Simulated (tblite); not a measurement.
Species: C₄H₅N₃S.
Cartesian coordinates in Å at the GFN2-xTB level; atoms count from 1:
```
atom  x, y, z in Å
C1     2.326    0.357    0.050
S2     1.279   -0.990   -0.576
C3    -0.333   -0.444   -0.208
C4    -0.682    0.757    0.415
N5    -1.946    1.066    0.639
N6    -2.901    0.273    0.295
N7    -2.668   -0.861   -0.283
C8    -1.437   -1.243   -0.546
H9     2.192    0.465    1.122
H10    3.347    0.054   -0.165
H11    2.097    1.280   -0.474
H12    0.040    1.488    0.747
H13   -1.317   -2.200   -1.033
```

Computed with GFN2-xTB (tblite): harmonic, unscaled wavenumbers at the GFN2-xTB geometry, gas phase. This tight-binding method is rough: wavenumbers can miss measured ones by several per cent, in bad cases by 10 to 20. One conformer, not necessarily the lowest.

Harmonic wavenumbers (cm⁻¹): 62.7, 106.4, 188.0, 206.6, 301.5, 323.6, 402.5, 418.9, 640.1, 725.0, 743.8, 748.1, 823.6, 904.6, 937.1, 948.1, 1037.4, 1068.8, 1131.5, 1141.6, 1198.0, 1311.7, 1338.8, 1352.8, 1442.9, 1447.3, 1450.6, 1466.1, 3030.6, 3040.5, 3059.9, 3072.7, 3076.8.

A = 4624, B = 1196, C = 955.9 MHz; mass 127.020 u (most abundant isotopes); point group Cs, symmetry number 1.

Problem. What is the zero-point energy?

Solution. ½Σν̃ = 19574 cm⁻¹ = 234.16 kJ/mol.

Problem. Give the ideal-gas entropy at 273.15 K and 1 bar in the rigid-rotor, harmonic-oscillator model (classical rotation).

Solution. Translation 167.45, rotation 118.15, vibration 71.02: S = 356.6 J/(mol K).

Problem. And Cp and H(273.15 K) − H(0)?

Solution. Cp = 113.85 J/(mol K), of which vibrations give 80.60 (their classical limit is 33 R = 274.4); H(273.15 K) − H(0) = 19.82 kJ/mol without the zero-point energy, 10.73 from vibrations.

Problem. How do the functions run with temperature in this model?

Solution. 
```tsv
T (K)	S (J/(mol K))	Cp (J/(mol K))	H − H(0) (kJ/mol)	G − H(0) (kJ/mol)	ln q(vib)
150	300.6	77.2	8.09	-37.00	1.72
250	346.9	106.7	17.27	-69.45	3.42
298.15	366.9	121.6	22.76	-86.64	4.25
400	406.9	151.5	36.70	-126.07	6.03
600	477.4	196.0	71.79	-214.68	9.54
900	565.1	235.2	137.06	-371.56	14.53
```

q(vib) and H(0) count from the zero-point level.

Problem. Blend soft modes into free rotors: weight 1/[1 + (100 cm⁻¹/ν̃)⁴] for the oscillator and the rest for a rotor with moment μB/(μ + B), μ = h/(8π²ν), B = 10⁻⁴⁴ kg m². What vibrational entropy results?

Solution. 66.78 J/(mol K) in place of 71.02, which changes −T·S at 273.15 K by +1.16 kJ/mol.

Problem. What must be added to the electronic energy to get the Gibbs energy at 273.15 K and 1 bar?

Solution. ZPE + [H(273.15 K) − H(0)] − T·S = 234.16 + 19.82 − 97.41 = 156.57 kJ/mol.

Problem. Which modes carry the vibrational entropy at 273.15 K?

Solution. 62.7 cm⁻¹: 17.56; 106.4 cm⁻¹: 13.24; 188.0 cm⁻¹: 8.73; 206.6 cm⁻¹: 8.01; 301.5 cm⁻¹: 5.29; 323.6 cm⁻¹: 4.82 J/(mol K); the other 27 give 13.37 together.

Hindered rotation and anharmonicity are outside this model. Other conformers, if any are populated, would add a mixing term that is left out.
